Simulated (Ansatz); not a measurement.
`C=[C](C)[AlH2]` and `C=[C]([AlH2])S` differ in one atom or group.

Ansatz, PBE0-D4/def2-TZVP geometries, multiplicity 1. Each molecule was computed in one conformer, which needn't be the lowest.

| property | `C=[C](C)[AlH2]` |
| --- | --- |
| HOMO energy (B3LYP/def2-TZVPP) / eV | -7.42 |
| HOMO energy (PBE/def2-TZVPP) / eV | -6.54 |
| HOMO–LUMO gap (PBE0/def2-TZVPP) / eV | 6.09 |
| HOMO energy (ωB97M-V/def2-TZVPP) / eV | -9.86 |
| size of the dipole moment (B3LYP/def2-TZVPP) / D | 0.86 |
| LUMO energy (PBE/def2-TZVPP) / eV | -2.36 |

Task: Give the same properties after the change, and the shifts. (Best estimate.)

Result: The calculation gave: 
| property | `C=[C]([AlH2])S` | shift |
| --- | --- | --- |
| HOMO energy (B3LYP/def2-TZVPP) / eV | -6.34 | 1.08 |
| HOMO energy (PBE/def2-TZVPP) / eV | -5.52 | 1.02 |
| HOMO–LUMO gap (PBE0/def2-TZVPP) / eV | 4.73 | -1.36 |
| HOMO energy (ωB97M-V/def2-TZVPP) / eV | -8.66 | 1.20 |
| size of the dipole moment (B3LYP/def2-TZVPP) / D | 0.71 | -0.15 |
| LUMO energy (PBE/def2-TZVPP) / eV | -2.61 | -0.25 |

With PBE0 the HOMO rises by 1.09 eV and the LUMO falls by 0.28 eV, so the gap narrows by about 1.37 eV. PBE moves the HOMO by 1.02 eV and ωB97M-V by 1.20 eV. The zero-point energy changes by -73.7 kJ/mol with -6 modes. Dipoles are sizes alone; their direction can turn.

B3LYP here is the variant with VWN-RPA as its local correlation; programs differ in this.
